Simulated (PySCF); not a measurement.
PySCF 2.14 output of a UHF calculation on a single atom or ion in aug-cc-pVDZ-PP with ECP60MDF (5s5p4d2f, 54 functions), with a scalar-relativistic core potential:

```
SCF conv_tol = 1e-09
number electrons alpha = 10  beta = 10
cycle= 1 E= -152.539929802673  delta_E= -7.95e-10  |g|= 7.58e-06  |ddm|= 8.38e-05
converged SCF energy = -152.539929802673  <S^2> = 0  2S+1 = 1
```

The run itself started from symmetry-adapted Hartree-Fock orbitals and held the occupation by maximum overlap, so the iterations belong to that start.

Question: Which element, charge and spin multiplicity is this?

Answer: Hg (mercury, neutral), multiplicity 1; the state was [Xe] 4f14 5d10 6s2, closed-shell 1S.

Energies and moments cover only the electrons outside the core potential. Spin-orbit coupling, which splits the p, d and f shells strongly at this Z, is absent.
